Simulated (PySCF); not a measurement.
# Unknown: peak-picked proton spectrum

Formula C₇H₉N. The spectrum was simulated from the full spin Hamiltonian at 600 MHz with 0.8 Hz Lorentzian lines, from shifts rounded to 0.01 ppm and J to 0.1 Hz, couplings under 1 Hz left out.

```tsv
region	integral (H)	ppm	Hz	height
1	1	8.656	5193.4	18
1		8.653	5191.9	18
1		8.647	5188.1	18
1		8.644	5186.6	18
2	1	8.612	5167.2	35
2		8.608	5164.9	35
3	1	7.550	4530.2	9
3		7.548	4528.7	11
3		7.547	4527.9	11
3		7.544	4526.4	9
3		7.536	4521.8	10
3		7.534	4520.2	12
3		7.532	4519.4	11
3		7.530	4517.9	10
4	1	7.201	4320.8	18
4		7.192	4315.5	18
4		7.187	4312.3	17
4		7.178	4307.0	16
5	2	2.472	1483.0	16
5		2.457	1474.4	49
5		2.443	1465.8	50
5		2.429	1457.2	17
6	3	1.174	704.6	51
6		1.160	696.0	100
6		1.146	687.4	49
```

[PySCF: PBE0-D3(BJ)/def2-SVP geometry; J couplings at B3LYP/pcJ-1 (spin–dipole term only in couplings to heteroatoms); shieldings: GIAO PBE0/pcSseg-1; gas phase; fast rotation and ring inversion assumed for equivalent nuclei; one computed conformer; relativity neglected]

Scale: TMS for 1H (σ = 31.27 ppm) (reference shieldings calculated alike).

Q: Analyse the multiplets.

A: 1H NMR (600 MHz, computed): δ 8.65 (dd, J = 5.3, 1.5 Hz, 1H), 8.61 (d, J = 2.3 Hz, 1H), 7.54 (ddd, J = 8.5, 2.3, 1.5 Hz, 1H), 7.19 (dd, J = 8.5, 5.3 Hz, 1H), 2.45 (q, J = 8.6 Hz, 2H), 1.16 (t, J = 8.6 Hz, 3H). These are first-order names from the parameters used; overlap and second-order distortion can hide them in the list.

Q: What is the compound?

A: SMILES C(C)c1cccnc1.

Numbering as in the mapped SMILES `[CH3:1][CH2:2][c:3]1[cH:4][cH:5][cH:6][n:7][cH:8]1`; H(Xn) means a hydrogen on atom n.

δ 8.65: H(C6), hydrogen on an aromatic CH next to a ring nitrogen, coupled to H(C5) (5.3 Hz), H(C4) (1.5 Hz). δ 8.61: H(C8), hydrogen on an aromatic CH next to a ring nitrogen, coupled to H(C4) (2.3 Hz). δ 7.54: H(C4), hydrogen on an aromatic CH, coupled to H(C5) (8.5 Hz), H(C8) (2.3 Hz), H(C6) (1.5 Hz). δ 7.19: H(C5), hydrogen on an aromatic CH, coupled to H(C4) (8.5 Hz), H(C6) (5.3 Hz). δ 2.45: H(C2), hydrogen on an sp3 CH2 on an aromatic ring, coupled to H(C1) (8.6 Hz). δ 1.16: H(C1), hydrogen on a methyl carbon, coupled to H(C2) (8.6 Hz).

This is the structure that produced the data.

Multiplet labels drop couplings under 1 Hz and merge nearly equal ones. Unscaled 3J(H,H) at this level run about 9 % above measured values.
